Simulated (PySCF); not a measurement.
Compound: Zn(iPr)2, C₆H₁₄Zn (singlet state).
Bonds: Zn1–C2, Zn1–C12, C2–C3, C2–C4, C12–C13, C12–C14. Hydrogens: H5 on C2; H6, H7, H8 on C3; H9, H10, H11 on C4; H15 on C12; H16, H17, H18 on C13; H19, H20, H21 on C14.

Computed by this run: PBE0-D3(BJ)/def2-SVP geometry optimisation, gas phase (PySCF); density fitting, grid level 1; the optimiser is geomeTRIC in internal coordinates, started from a GFN2-xTB structure with every atom displaced at random (about 0.03 Å).

Step 0: E = -54843.1011 eV
```
atom  x, y, z in Å  |  force x, y, z in eV/Å
Zn1     0.0742   -0.0672    0.0171   -0.341   0.383  -0.138
C2     -0.0260   -0.0128    2.1003    0.308  -0.317  -1.257
C3     -0.7342   -1.2799    2.6021    5.447   1.054   1.734
C4     -0.6466    1.2363    2.6273   -5.199  -2.507   2.089
H5      1.0013    0.0086    2.4763    0.481  -0.404  -0.069
H6     -0.1425   -2.1467    2.2997   -0.090  -0.424  -0.171
H7     -1.6739   -1.3604    2.2793   -4.477  -0.401  -1.307
H8     -0.6493   -1.2539    3.7061   -0.571  -0.198   0.003
H9     -0.7729    1.2342    3.7892    0.554  -0.050  -1.487
H10    -0.2647    2.1430    2.3530    1.505   2.800  -1.008
H11    -1.8051    1.2443    2.3158    2.143   0.243   0.420
C12     0.0329    0.0093   -2.0784   -1.967   0.236   0.644
C13     0.6524   -1.2008   -2.6587    3.922   0.232   2.451
C14     0.6306    1.2796   -2.6199   -0.480   0.136  -0.428
H15    -1.0221   -0.0505   -2.4851    0.329   0.357   0.847
H16     0.2463   -2.1042   -2.2753   -0.707  -1.280   0.241
H17     1.7808   -1.2239   -2.3047   -1.645  -0.181  -0.726
H18     0.7124   -1.2133   -3.7061   -0.173  -0.056  -2.170
H19     0.6831    1.2352   -3.7274   -0.283   0.202   0.011
H20     0.0717    2.1862   -2.3066    0.303  -0.194  -0.161
H21     1.6649    1.3524   -2.3335    0.941   0.372   0.484
```

Step 1: E = -54844.2022 eV
```
atom  x, y, z in Å  |  force x, y, z in eV/Å
Zn1     0.0512   -0.0490    0.0176   -0.188   0.194  -0.023
C2     -0.0150   -0.0138    2.0247    0.168  -0.161  -0.570
C3     -0.6943   -1.2842    2.5493    0.881   0.279   0.169
C4     -0.6797    1.2443    2.5452   -1.103  -0.081   0.482
H5      1.0352   -0.0084    2.3720    0.007  -0.079  -0.019
H6     -0.1366   -2.1814    2.2364   -0.156  -0.086  -0.117
H7     -1.7306   -1.3660    2.2118   -0.296  -0.098   0.018
H8     -0.6599   -1.2970    3.6548   -0.298  -0.010   0.040
H9     -0.7335    1.2513    3.6579    0.301   0.064  -0.136
H10    -0.2342    2.1904    2.2183    0.228   0.074  -0.062
H11    -1.7590    1.2894    2.2679    0.325  -0.006  -0.173
C12     0.0141    0.0027   -1.9887   -0.236  -0.204   0.131
C13     0.6968   -1.2300   -2.5755    0.913   0.089   0.389
C14     0.6073    1.2980   -2.5322    0.257  -0.246  -0.194
H15    -1.0458   -0.0416   -2.3226    0.085   0.061   0.259
H16     0.2782   -2.1760   -2.2038   -0.230  -0.061  -0.154
H17     1.7770   -1.2770   -2.2956   -0.305   0.114  -0.055
H18     0.7000   -1.2301   -3.6777   -0.212  -0.082  -0.141
H19     0.6212    1.2898   -3.6408   -0.124   0.082   0.024
H20     0.0544    2.1906   -2.2062    0.018   0.061   0.019
H21     1.6664    1.4141   -2.2425   -0.034   0.095   0.115
```

Task: Estimate the geometry and energy of step 2. (The exact step hangs on the optimiser's Hessian estimate; all steps are aligned on step 1, rigid shifts and turns removed.)

Result: E = -54844.2803 eV, largest force 0.208 eV/Å
```
atom  x, y, z in Å  |  force x, y, z in eV/Å
Zn1     0.0337   -0.0364    0.0133   -0.087   0.089   0.049
C2     -0.0132   -0.0152    1.9834    0.011  -0.151  -0.069
C3     -0.6766   -1.2820    2.5253    0.199   0.020   0.054
C4     -0.6930    1.2412    2.5107    0.022   0.057   0.125
H5      1.0410   -0.0103    2.3194   -0.007   0.017   0.017
H6     -0.1476   -2.1949    2.2042   -0.064  -0.011  -0.040
H7     -1.7270   -1.3693    2.2008   -0.013  -0.029   0.019
H8     -0.6747   -1.2990    3.6324   -0.076   0.029   0.002
H9     -0.6954    1.2646    3.6164    0.059   0.037   0.051
H10    -0.2115    2.1703    2.1634    0.006  -0.018   0.019
H11    -1.7516    1.2939    2.2165   -0.113   0.004  -0.113
C12     0.0115   -0.0043   -1.9525    0.143  -0.054  -0.101
C13     0.7162   -1.2284   -2.5358   -0.064  -0.012  -0.023
C14     0.6039    1.2922   -2.5010    0.076  -0.060  -0.060
H15    -1.0498   -0.0488   -2.2573   -0.056   0.001   0.022
H16     0.2755   -2.1759   -2.1826   -0.026   0.011  -0.072
H17     1.7828   -1.2602   -2.2662    0.111   0.035   0.041
H18     0.6801   -1.2315   -3.6432   -0.037  -0.040   0.034
H19     0.5990    1.3020   -3.6086   -0.037   0.021   0.011
H20     0.0505    2.1827   -2.1652    0.003   0.043   0.012
H21     1.6597    1.4253   -2.2028   -0.050   0.008   0.022
```

The energy changes by -0.0781 eV. The first-order estimate −F·Δx gives -0.1437 eV and the mean of the old and new forces, exact on a quadratic surface, -0.0769 eV. The step makes an angle of 70° with the force vector and moves no atom by more than 0.066 Å.

The cost below is that of the whole optimisation. Time: 50 s wall, 2.2 min CPU; peak memory 0.91 GiB. Hardware: Intel Xeon 6975P-C, 2 threads (shared host).
